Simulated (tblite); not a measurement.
Compound: C₅H₉FO₂Si₂.
Structure used (GFN2-xTB), in Å, numbered top down from 1:
```
atom  x, y, z in Å
C1     3.2076   -1.2366   -0.6144
C2     2.2836   -0.4561    0.2736
O3     2.6321    0.3045    1.1422
O4     1.0048   -0.6703    0.0291
Si5   -0.0736    0.1493    1.0291
Si6   -0.5235    2.3784    0.5497
C7    -2.0070    1.3609   -0.0894
F8    -3.1401    1.8039   -0.6905
C9    -1.7568    0.0639    0.1472
C10   -2.6318   -1.0930   -0.1775
H11    2.8883   -1.1399   -1.6491
H12    4.2274   -0.8840   -0.4942
H13    3.1526   -2.2889   -0.3407
H14    0.0113   -0.5577    2.3064
H15   -0.9003    3.3143    1.6117
H16    0.1577    3.1435   -0.5039
H17   -3.5091   -0.7777   -0.7400
H18   -2.0757   -1.8251   -0.7618
H19   -2.9575   -1.5800    0.7416
```

Computed values, GFN2-xTB/tblite, gas phase, harmonic and unscaled. This tight-binding method is rough: wavenumbers can miss measured ones by several per cent, in bad cases by 10 to 20. Modes of hydrogen on silicon can be 10 to 20 % off. One conformer, not necessarily the lowest.

Harmonic wavenumbers (cm⁻¹): 40.3, 49.8, 53.8, 63.9, 106.4, 118.4, 122.4, 173.6, 226.8, 271.2, 311.6, 336.8, 384.1, 401.0, 414.8, 442.4, 506.5, 522.1, 535.4, 575.4, 601.0, 631.6, 708.7, 756.9, 774.0, 791.1, 955.6, 1003.7, 1006.8, 1012.5, 1023.7, 1104.1, 1197.3, 1245.4, 1364.9, 1389.9, 1441.0, 1443.3, 1468.4, 1474.6, 1616.5, 1745.1, 2188.8, 2231.7, 2244.8, 2995.2, 3010.3, 3021.4, 3021.8, 3039.6, 3064.7.

A = 1771, B = 579.3, C = 488.2 MHz; mass 176.013 u (most abundant isotopes); point group C1, symmetry number 1.

Task: What is the zero-point energy?

Result: ½Σν̃ = 27616 cm⁻¹ = 78.96 kcal/mol.

Task: Entropy at 500 K, 1 bar (ideal gas, RRHO, classical rotation)?

Result: Translation 44.00, rotation 32.38, vibration 71.10: S = 147.5 cal/(mol K).

Task: And Cp and H(500 K) − H(0)?

Result: Cp = 65.76 cal/(mol K), of which vibrations give 57.81 (their classical limit is 51 R = 101.3); H(500 K) − H(0) = 20.81 kcal/mol without the zero-point energy, 16.84 from vibrations.

Task: Which modes carry the vibrational entropy at 500 K?

Result: 40.3 cm⁻¹: 6.27; 49.8 cm⁻¹: 5.85; 53.8 cm⁻¹: 5.70; 63.9 cm⁻¹: 5.36; 106.4 cm⁻¹: 4.35; 118.4 cm⁻¹: 4.14 cal/(mol K); the other 45 give 39.44 together.

Task: What must be added to the electronic energy to get the Gibbs energy at 500 K and 1 bar?

Result: ZPE + [H(500 K) − H(0)] − T·S = 78.96 + 20.81 − 73.74 = 26.03 kcal/mol.

Task: How do the functions run with temperature in this model?

Result: 
| T (K) | S (cal/(mol K)) | Cp (cal/(mol K)) | H − H(0) (kcal/mol) | G − H(0) (kcal/mol) | ln q(vib) |
| --- | --- | --- | --- | --- | --- |
| 100 | 79.3 | 24.9 | 1.68 | -6.25 | 3.43 |
| 200 | 100.6 | 38.0 | 4.84 | -15.29 | 7.70 |
| 300 | 118.2 | 49.1 | 9.21 | -26.25 | 11.64 |
| 800 | 182.0 | 81.1 | 43.05 | -102.58 | 28.21 |
| 1000 | 200.9 | 87.6 | 59.96 | -140.92 | 33.71 |

q(vib) and H(0) count from the zero-point level.

Task: Blend soft modes into free rotors: weight 1/[1 + (100 cm⁻¹/ν̃)⁴] for the oscillator and the rest for a rotor with moment μB/(μ + B), μ = h/(8π²ν), B = 10⁻⁴⁴ kg m². What vibrational entropy results?

Result: 63.45 cal/(mol K) in place of 71.10, which changes −T·S at 500 K by +3.82 kcal/mol.

Hindered rotation and anharmonicity are outside this model. Other conformers, if any are populated, would add a mixing term that is left out. The structure is chiral; the term R ln 2 for an equal mix with its mirror image is left out.
